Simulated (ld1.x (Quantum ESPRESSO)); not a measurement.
**u(r) = r·R(r): atom against pseudo-atom (fluorine)**

Columns: radius, all-electron u(r) and pseudo u(r) of the 2s shell (level -67.89 eV) of fluorine in the configuration [He] 2s2 2p3; PBE, non-relativistic, PAW scheme, ld1.x (Quantum ESPRESSO) 7.5.

```tsv
r (bohr)	all-electron	pseudo
0.055	0.4331	-0.1450
0.110	0.4755	-0.2868
0.165	0.3280	-0.4225
0.220	0.1018	-0.5493
0.275	-0.1422	-0.6650
0.330	-0.3720	-0.7679
0.385	-0.5725	-0.8567
0.440	-0.7379	-0.9308
0.495	-0.8674	-0.9900
0.550	-0.9629	-1.0347
0.605	-1.0278	-1.0655
0.660	-1.0663	-1.0831
0.715	-1.0828	-1.0884
0.770	-1.0812	-1.0822
0.825	-1.0651	-1.0652
0.880	-1.0379	-1.0379
0.935	-1.0022	-1.0022
0.990	-0.9604	-0.9604
1.045	-0.9143	-0.9143
1.100	-0.8657	-0.8657
1.155	-0.8156	-0.8156
1.210	-0.7652	-0.7652
1.265	-0.7153	-0.7153
1.320	-0.6665	-0.6665
1.375	-0.6192	-0.6192
1.430	-0.5738	-0.5738
```

Q: How many radial nodes do the two functions have?

A: The all-electron 2s function has n − l − 1 = 1; the pseudo-wave has 0, since the states of the same l below it are removed with the core.

Q: At about which radius was the pseudo-wave matched?

A: 0.85 bohr, where the columns begin to agree (steps of 0.06 bohr).

Q: Is the pseudo-wave norm-conserving?

A: No, it belongs to a PAW set: the norm inside the radius is not constrained, and the difference is carried by the augmentation charge.
